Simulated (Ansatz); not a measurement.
Geometry optimisation, Ansatz 0.2.0, RKS PBE/def2-SVP.

The input (input.yaml):

```yaml
crystal:
  periodic: [false, false, false]
  atoms:
    - { symbol: W, position_ang: [-0.115422, -0.054951, -0.117378] }
    - { symbol: Cl, position_ang: [-0.115849, -0.197831, 2.253124] }
    - { symbol: Cl, position_ang: [2.17299, -0.403383, -0.349977] }
    - { symbol: Cl, position_ang: [-0.310873, 2.209456, -0.368534] }
    - { symbol: Cl, position_ang: [-2.449504, -0.165512, -0.015261] }
    - { symbol: F, position_ang: [-0.240869, -1.942159, -0.083024] }
    - { symbol: Cl, position_ang: [-0.266823, -0.263449, -2.434739] }
    - { symbol: O, position_ang: [1.842535, 1.861092, 1.451638] }
    - { symbol: H, position_ang: [2.698686, 1.394957, 1.50356] }
    - { symbol: H, position_ang: [1.49893, 1.798181, 2.377592] }
basis:
  gaussian: { orbitals: def2-SVP }
hamiltonian:
  xc: pbe
relax:
  f_tol: 0.03
  max_steps: 50
output:
  orbitals: {}
```

Launched with:

```bash
$ ansatz run input.yaml --threads 4 --pin off --max-ram 5120MiB --backend cpu --events-out ev --progress --plain --runs-dir out
```

Question: Where does it end, and by what steps?

Answer: The run converged. After 10 steps the energy has fallen by 0.389 eV; O8 moved furthest, 0.68 Å.

| step | energy less start (eV) | largest force component (eV/Å) | accepted |
| --- | --- | --- | --- |
| 0 | 0.0000 | 0.796 | yes |
| 1 | -0.1161 | 1.078 | yes |
| 2 | -0.2630 | 1.474 | yes |
| 3 | -0.3430 | 1.341 | yes |
| 4 | -0.3840 | 0.124 | yes |
| 5 | -0.3858 | 0.348 | yes |
| 6 | -0.3867 | 0.325 | yes |
| 7 | -0.3874 | 0.081 | yes |
| 8 | -0.3786 | 0.596 | no |
| 9 | -0.3887 | 0.046 | yes |
| 10 | -0.3891 | 0.028 | yes |

```xyz
10
Properties=species:S:1:pos:R:3
W -0.282 -0.228 -0.240
Cl -0.159 -0.220 2.094
Cl 2.043 -0.408 -0.322
Cl -0.168 2.056 -0.309
Cl -2.593 -0.193 -0.112
F -0.360 -2.111 -0.159
Cl -0.375 -0.382 -2.546
O 2.159 2.306 1.850
H 2.765 1.652 1.451
H 1.685 1.764 2.510
```

Whether the end is a true minimum wasn't checked by a vibrational analysis.

The run took 43 s on 4 threads of Arm Neoverse V2, with other jobs on the host, peak memory 0.28 GiB.
